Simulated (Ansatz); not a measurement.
The same ligand exchange along the group Li, Na, K.

Program: Ansatz. Geometries: PBE0-D4/def2-TZVP. ΔE: electronic, gas phase. CCSD(T)/CBS adds triple-zeta CCSD(T) − MP2 to the extrapolated MP2 energy (def2 sets, frozen cores). This one scheme is used for every species. DFT in def2-TZVPP. Elements past krypton have def2 core potentials. For I, K, Li, Na outer-core shells are correlated without core-valence functions, which leaves a few kJ/mol of doubt a bond. Scalar relativity is left out up to krypton.

```
                           reaction  ωB97M-V (eV)  CCSD(T)/CBS(def2) (eV)
`[Li][I]` + CH₃SH → `[Li][S]C` + HI          1.31                    1.30
`[Na][I]` + CH₃SH → `C[S][Na]` + HI          1.45                    1.42
  `[K][I]` + CH₃SH → `C[S][K]` + HI          1.59                    1.53
```

Largest T1 diagnostic: 0.010, for `C[S][Na]`.
